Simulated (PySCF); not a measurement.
C7H11ClO.
Atom-mapped SMILES: `[O:1]=[C:2]([Cl:3])[CH:4]1[CH2:5][CH2:6][CH2:7][CH2:8][CH2:9]1` (hydrogens: H10 on C4; H11, H12 on C5; H13, H14 on C6; H15, H16 on C7; H17, H18 on C8; H19, H20 on C9)

The same species was optimised twice, with GFN2-xTB and with PBE0-D3(BJ)/def2-SVP (PySCF), and the same property calculations (PySCF, gas phase) were run on both structures.

| coordinate | GFN2-xTB | PBE0-D3(BJ)/def2-SVP | change |
| --- | --- | --- | --- |
| C2–Cl3 (Å) | 1.783 | 1.804 | +0.021 |
| C2–C4 (Å) | 1.498 | 1.512 | +0.014 |
| C4–C9 (Å) | 1.534 | 1.531 | -0.003 |
| C4–C5 (Å) | 1.537 | 1.535 | -0.002 |
| C5–C6 (Å) | 1.525 | 1.524 | -0.001 |
| O1=C2 (Å) | 1.183 | 1.183 | 0.000 |
| C8–C9 (Å) | 1.527 | 1.526 | -0.001 |
| C7–C8 (Å) | 1.525 | 1.525 | 0.000 |
| C6–C7 (Å) | 1.525 | 1.525 | 0.000 |
| O1–C2–C4 (°) | 129.4 | 127.7 | -1.7 |
| C2–C4–C5 (°) | 111.6 | 112.9 | +1.3 |
| C6–C7–C8 (°) | 110.3 | 111.6 | +1.3 |
| C5–C6–C7 (°) | 110.3 | 111.4 | +1.1 |
| C7–C8–C9 (°) | 110.9 | 111.9 | +1.0 |
| C4–C5–C6 (°) | 110.8 | 111.7 | +0.9 |
| O1–C2–Cl3 (°) | 118.6 | 119.5 | +0.9 |
| Cl3–C2–C4 (°) | 111.9 | 112.7 | +0.8 |
| O1–C2–C4–C5 (°) | 122 | 127 | +5 |

Rotational constants: A = 2433, B = 997.7, C = 862.3 MHz (GFN2-xTB) against A = 2379, B = 988.4, C = 842.5 MHz (PBE0-D3(BJ)/def2-SVP). Point groups within 0.08 Å: C1 and C1.

On the GFN2-xTB structure: HOMO (eV) -8.34 [PBE0/pcSseg-1]; LUMO (eV) -1.02 [PBE0/pcSseg-1]; dipole (D) 3.02 [PBE0/pcSseg-1]; GIAO shielding of O1 (ppm) -263.2 [PBE0/pcSseg-1]; GIAO shielding of C2 (ppm) -1.0 [PBE0/pcSseg-1]; GIAO shielding of Cl3 (ppm) 501.0 [PBE0/pcSseg-1]; GIAO shielding of C4 (ppm) 133.2 [PBE0/pcSseg-1]; GIAO shielding of C5/C9 (mean) (ppm) 154.1 [PBE0/pcSseg-1]; GIAO shielding of C6/C8 (mean) (ppm) 160.9 [PBE0/pcSseg-1]; GIAO shielding of C7 (ppm) 156.7 [PBE0/pcSseg-1].

Q: What do these properties become on the PBE0-D3(BJ)/def2-SVP structure?

A: 
```json
{"property": "HOMO (eV)", "level": "PBE0/pcSseg-1", "on GFN2-xTB": "-8.34", "on PBE0-D3(BJ)/def2-SVP": "-8.35", "change": "-0.01"}
{"property": "LUMO (eV)", "level": "PBE0/pcSseg-1", "on GFN2-xTB": "-1.02", "on PBE0-D3(BJ)/def2-SVP": "-1.01", "change": "+0.01"}
{"property": "dipole (D)", "level": "PBE0/pcSseg-1", "on GFN2-xTB": "3.02", "on PBE0-D3(BJ)/def2-SVP": "3.05", "change": "+0.03"}
{"property": "energy, GFN2-xTB geometry as zero (kcal/mol)", "level": "PBE0/pcSseg-1", "on GFN2-xTB": "0.0", "on PBE0-D3(BJ)/def2-SVP": "-1.0", "change": "-1.0"}
{"property": "GIAO shielding of O1 (ppm)", "level": "PBE0/pcSseg-1", "on GFN2-xTB": "-263.2", "on PBE0-D3(BJ)/def2-SVP": "-261.0", "change": "+2.2"}
{"property": "GIAO shielding of C2 (ppm)", "level": "PBE0/pcSseg-1", "on GFN2-xTB": "-1.0", "on PBE0-D3(BJ)/def2-SVP": "-2.1", "change": "-1.1"}
{"property": "GIAO shielding of Cl3 (ppm)", "level": "PBE0/pcSseg-1", "on GFN2-xTB": "501.0", "on PBE0-D3(BJ)/def2-SVP": "500.2", "change": "-0.8"}
{"property": "GIAO shielding of C4 (ppm)", "level": "PBE0/pcSseg-1", "on GFN2-xTB": "133.2", "on PBE0-D3(BJ)/def2-SVP": "130.8", "change": "-2.4"}
{"property": "GIAO shielding of C5/C9 (mean) (ppm)", "level": "PBE0/pcSseg-1", "on GFN2-xTB": "154.1", "on PBE0-D3(BJ)/def2-SVP": "153.7", "change": "-0.4"}
{"property": "GIAO shielding of C6/C8 (mean) (ppm)", "level": "PBE0/pcSseg-1", "on GFN2-xTB": "160.9", "on PBE0-D3(BJ)/def2-SVP": "160.3", "change": "-0.6"}
{"property": "GIAO shielding of C7 (ppm)", "level": "PBE0/pcSseg-1", "on GFN2-xTB": "156.7", "on PBE0-D3(BJ)/def2-SVP": "156.5", "change": "-0.2"}
```

The heavy atoms differ by 0.050 Å rms after alignment. Among bonds between heavy atoms C2–Cl3 changes most (+0.021 Å). Changes are differences of the printed values. Neither structure is proved a minimum here.
